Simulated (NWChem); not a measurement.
Species: sulfur trioxide (SO$_{3}$); SMILES O=S(=O)=O

```xyz
4

O     -1.0192    -1.0192     0.0000
S      0.0000     0.0000     0.0000
O     -0.3731     1.3923     0.0000
O      1.3923    -0.3731     0.0000
```
Atoms are numbered in this order, from 1.

All runs: NWChem. Geometry: optimised at PBE0/def2-SVP. Ions are spin-unrestricted doublets at the neutral geometry; other ion states weren't tried.

For level PBE0/def2-SVP:

- vertical ionisation energy, ΔSCF (eV): 12.69
- −ε(HOMO) (eV): 9.83

Question: What are these values for level PBE/def2-SVP?

Answer: 
- vertical ionisation energy, ΔSCF (eV): 12.05
- −ε(HOMO) (eV): 7.89
